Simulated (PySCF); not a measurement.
C8H6FN.
Bonds: N1–C2 (triple), C2–C3, C3–C4, C4–C5 (aromatic), C5–C6 (aromatic), C6–C7 (aromatic), C7–F8, C7–C9 (aromatic), C9–C10 (aromatic), C4–C10 (aromatic). Hydrogens: H11, H12 on C3; H13 on C5; H14 on C6; H15 on C9; H16 on C10.

Computed geometry: GFN2-xTB, gas phase.

Problem. Give the optimised bond lengths and angles.

Solution. 
```json
{"bond": "N1≡C2", "length (Å)": "1.142", "order": "triple"}
{"bond": "C2–C3", "length (Å)": "1.445", "order": "single"}
{"bond": "C3–C4", "length (Å)": "1.510", "order": "single"}
{"bond": "C4–C5, C4–C10", "length (Å)": "1.389", "order": "aromatic"}
{"bond": "C5–C6, C9–C10", "length (Å)": "1.383", "order": "aromatic"}
{"bond": "C6–C7, C7–C9", "length (Å)": "1.383", "order": "aromatic"}
{"bond": "C7–F8", "length (Å)": "1.348", "order": "single"}
{"bond": "C3–H11, C3–H12", "length (Å)": "1.093", "order": "single"}
{"bond": "C5–H13, C10–H16", "length (Å)": "1.080", "order": "single"}
{"bond": "C6–H14, C9–H15", "length (Å)": "1.078", "order": "single"}
```

Bonds in one row agree within 0.01 Å and their mean is given. Orders are formal, as drawn. A selection of angles:
```json
{"angle": "N1–C2–C3", "degrees": "179.0"}
{"angle": "C2–C3–C4", "degrees": "109.2"}
{"angle": "C2–C3–H11", "degrees": "108.4"}
{"angle": "C4–C3–H11", "degrees": "110.9"}
{"angle": "H11–C3–H12", "degrees": "109.0"}
{"angle": "C3–C4–C5", "degrees": "120.2"}
{"angle": "C5–C4–C10", "degrees": "119.5"}
{"angle": "C4–C5–C6", "degrees": "120.6"}
{"angle": "C4–C5–H13", "degrees": "120.0"}
{"angle": "C6–C5–H13", "degrees": "119.4"}
{"angle": "C5–C6–C7", "degrees": "118.7"}
{"angle": "C5–C6–H14", "degrees": "121.4"}
{"angle": "C7–C6–H14", "degrees": "119.9"}
{"angle": "C6–C7–F8", "degrees": "119.1"}
{"angle": "C6–C7–C9", "degrees": "121.9"}
```

Torsions: C2–C3–C4–C5 89° (synclinal).

The C–C distances run from 1.383 Å (C9–C10, aromatic) to 1.510 Å (C3–C4, drawn single), a spread of 0.127 Å. The 6-membered ring C4–C5–C6–C7–C9–C10 has internal angles of 118.7° to 121.9°; it is planar, 0.00 Å rms from its mean plane, widest ring torsion 1°. Of the pairs four or more bonds apart, H12···H13 is among the closest relative to their van der Waals radii: 2.46 Å, 103 % of the sum of Bondi's values.

Point group: Cs (every atom within 0.08 Å of its image). No GFN2-xTB frequencies stand behind this structure, so it isn't proved a minimum. The numbers are those of one conformer.
